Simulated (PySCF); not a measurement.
trimethyl amine (C$_{3}$H$_{9}$N), singlet, at a GFN2-xTB geometry; MP2/6-311G** in PySCF.

PySCF was given this input:
```python
from pyscf import gto, scf, mp

mol = gto.Mole()
mol.atom = '''
    N    -0.002618    0.000139    0.374017
    C    -0.001522    1.379708   -0.063000
    C     1.196270   -0.688189   -0.053850
    C    -1.193436   -0.691589   -0.070576
    H     0.006020    1.479589   -1.160829
    H     0.879371    1.880142    0.336681
    H    -0.889343    1.877626    0.324302
    H     1.290874   -0.738616   -1.151014
    H     1.184940   -1.703467    0.340147
    H     2.067122   -0.170420    0.345754
    H    -1.272530   -0.742262   -1.168955
    H    -2.071266   -0.176308    0.316790
    H    -1.184734   -1.706838    0.323562
'''
mol.basis = '6-311g**'
mol.charge = 0
mol.spin = 0
mol.verbose = 4
mol.build()

mf = scf.RHF(mol)
mf.kernel()

pt = mp.MP2(mf, frozen=4)
pt.kernel()
print('E(MP2) = %.10f' % pt.e_tot)
mf.analyze()
```

What the program printed (banner, timings and long lists left out):

```
PySCF version 2.14.0

[INPUT] verbose = 4
[INPUT] num. atoms = 13
[INPUT] num. electrons = 34
[INPUT] charge = 0
[INPUT] spin (= nelec alpha-beta = 2S) = 0
[INPUT] symmetry False subgroup None
[INPUT] Mole.unit = angstrom
[INPUT] Symbol           X                Y                Z      unit          X                Y                Z       unit  Magmom
[INPUT]  1 N     -0.002618000000   0.000139000000   0.374017000000 AA   -0.004947302994   0.000262671931   0.706789695931 Bohr   0.0
[INPUT]  2 C     -0.001522000000   1.379708000000  -0.063000000000 AA   -0.002876163162   2.607270251871  -0.119052745848 Bohr   0.0
[INPUT]  3 C      1.196270000000  -0.688189000000  -0.053850000000 AA    2.260622671033  -1.300488731938  -0.101761751808 Bohr   0.0
[INPUT]  4 C     -1.193436000000  -0.691589000000  -0.070576000000 AA   -2.255267187196  -1.306913800762  -0.133369310967 Bohr   0.0
[INPUT]  5 H      0.006020000000   1.479589000000  -1.160829000000 AA    0.011376151270   2.796017986919  -2.193648887453 Bohr   0.0
[INPUT]  6 H      0.879371000000   1.880142000000   0.336681000000 AA    1.661770351885   3.552953455292   0.636234881345 Bohr   0.0
[INPUT]  7 H     -0.889343000000   1.877626000000   0.324302000000 AA   -1.680614700799   3.548198904363   0.612841961649 Bohr   0.0
[INPUT]  8 H      1.290874000000  -0.738616000000  -1.151014000000 AA    2.439398321322  -1.395781951222  -2.175101225540 Bohr   0.0
[INPUT]  9 H      1.184940000000  -1.703467000000   0.340147000000 AA    2.239212074042  -3.219086092234   0.642784672092 Bohr   0.0
[INPUT] 10 H      2.067122000000  -0.170420000000   0.345754000000 AA    3.906294446063  -0.322047126148   0.653380366473 Bohr   0.0
[INPUT] 11 H     -1.272530000000  -0.742262000000  -1.168955000000 AA   -2.404733185293  -1.402671892672  -2.209004801941 Bohr   0.0
[INPUT] 12 H     -2.071266000000  -0.176308000000   0.316790000000 AA   -3.914125471123  -0.333173833570   0.598646339001 Bohr   0.0
[INPUT] 13 H     -1.184734000000  -1.706838000000   0.323562000000 AA   -2.238822790460  -3.225456359000   0.611443564317 Bohr   0.0

nuclear repulsion = 139.207646230168
number of shells = 68
number of NR pGTOs = 196
number of NR cGTOs = 126
basis = 6-311g**
ecp = {}

******** <class 'pyscf.scf.hf.RHF'> ********
method = RHF
initial guess = minao
damping factor = 0
level_shift factor = 0
DIIS = <class 'pyscf.scf.diis.CDIIS'>
diis_start_cycle = 1
diis_space = 8
diis_damp = 0
SCF conv_tol = 1e-09
SCF conv_tol_grad = None
SCF max_cycles = 50
direct_scf = True
direct_scf_tol = 1e-13
Set gradient conv threshold to 3.16228e-05
Initial guess from minao.
init E= -173.873173881523
  HOMO = -0.21810857906933  LUMO = 0.1001485758486  gap/eV = 8.66022
cycle= 1 E= -173.271407767842  delta_E= 0.602  |g|= 0.359  |ddm|= 2.41
  HOMO = -0.36148781528  LUMO = 0.141166936058347  gap/eV = 13.67793
cycle= 2 E= -173.311432685357  delta_E= -0.04  |g|= 0.107  |ddm|= 0.352
  HOMO = -0.343623970406739  LUMO = 0.153344947978233  gap/eV = 13.52321
cycle= 3 E= -173.314738578486  delta_E= -0.00331  |g|= 0.0359  |ddm|= 0.11
  HOMO = -0.351438579215355  LUMO = 0.152334232557209  gap/eV = 13.70836
cycle= 4 E= -173.315166395844  delta_E= -0.000428  |g|= 0.00463  |ddm|= 0.0444
  HOMO = -0.350465002052836  LUMO = 0.152610463475071  gap/eV = 13.68938
cycle= 5 E= -173.315178070657  delta_E= -1.17e-05  |g|= 0.00167  |ddm|= 0.0104
  HOMO = -0.351101787290581  LUMO = 0.152605372644089  gap/eV = 13.70657
cycle= 6 E= -173.315179222972  delta_E= -1.15e-06  |g|= 0.000698  |ddm|= 0.00311
  HOMO = -0.351059487405692  LUMO = 0.152614384806562  gap/eV = 13.70566
cycle= 7 E= -173.315179465947  delta_E= -2.43e-07  |g|= 0.000155  |ddm|= 0.00164
  HOMO = -0.351083783224787  LUMO = 0.152612837147942  gap/eV = 13.70628
cycle= 8 E= -173.315179484177  delta_E= -1.82e-08  |g|= 2.51e-05  |ddm|= 0.000541
  HOMO = -0.351084938908741  LUMO = 0.152612568306388  gap/eV = 13.70631
cycle= 9 E= -173.315179484537  delta_E= -3.6e-10  |g|= 5.54e-06  |ddm|= 5.51e-05
  HOMO = -0.351084496080482  LUMO = 0.152612614873803  gap/eV = 13.70630
Extra cycle  E= -173.315179484558  delta_E= -2.09e-11  |g|= 2.24e-06  |ddm|= 1.24e-05
converged SCF energy = -173.315179484558

******** <class 'pyscf.mp.mp2.RMP2'> ********
nocc = 13, nmo = 122
frozen orbitals 4
E(RMP2) = -173.962219798061  E_corr = -0.647040313503447
E(SCS-RMP2) = -173.963643236474  E_corr = -0.648463751916714
E_corr(same-spin) = -0.147674566485488
E_corr(oppo-spin) = -0.499365747017959
E(MP2) = -173.9622197981
**** SCF Summaries ****
Total Energy =                        -173.315179484557774
Nuclear Repulsion Energy =             139.207646230167683
One-electron Energy =                 -508.979908640078747
Two-electron Energy =                  196.457082925353291
Two-electron Coulomb Energy =          221.889398078767385
DFT Exchange-Correlation Energy =      -25.432315153414095
HOMO-LUMO gap [eV] =                    13.706296523335812
**** MO energy ****
MO #1   energy= -15.537359505909   occ= 2
MO #2   energy= -11.2374569922179  occ= 2
MO #3   energy= -11.2374569603436  occ= 2
MO #4   energy= -11.2374313022972  occ= 2
MO #5   energy= -1.22629358322092  occ= 2
MO #6   energy= -0.94986993115743  occ= 2
MO #7   energy= -0.94986980857609  occ= 2
MO #8   energy= -0.803479662439585 occ= 2
MO #9   energy= -0.642296539180879 occ= 2
MO #10  energy= -0.62927373868465  occ= 2
MO #11  energy= -0.629273622225849 occ= 2
MO #12  energy= -0.543453399668037 occ= 2
MO #13  energy= -0.543453215636864 occ= 2
MO #14  energy= -0.516196174288733 occ= 2
MO #15  energy= -0.499310324189079 occ= 2
MO #16  energy= -0.499309976802471 occ= 2
MO #17  energy= -0.351084496080482 occ= 2
MO #18  energy= 0.152612614873803  occ= 0
MO #19  energy= 0.197139819461786  occ= 0
MO #20  energy= 0.197139844013524  occ= 0
MO #21  energy= 0.211970656378905  occ= 0
MO #22  energy= 0.226228384002639  occ= 0
MO #23  energy= 0.226228406279211  occ= 0
MO #24  energy= 0.266293543031956  occ= 0
MO #25  energy= 0.266293562184309  occ= 0
 ** Mulliken pop on meta-lowdin orthogonal AOs  **
 ** Mulliken pop  **
 ** Mulliken atomic charges  **
charge of    0N =     -0.26617
charge of    1C =     -0.15413
charge of    2C =     -0.15413
charge of    3C =     -0.15413
charge of    4H =      0.05771
charge of    5H =      0.09257
charge of    6H =      0.09257
charge of    7H =      0.05771
charge of    8H =      0.09257
charge of    9H =      0.09257
charge of   10H =      0.05771
charge of   11H =      0.09257
charge of   12H =      0.09257
Dipole moment(X, Y, Z, Debye):  0.00482, -0.00026, -0.68889
```
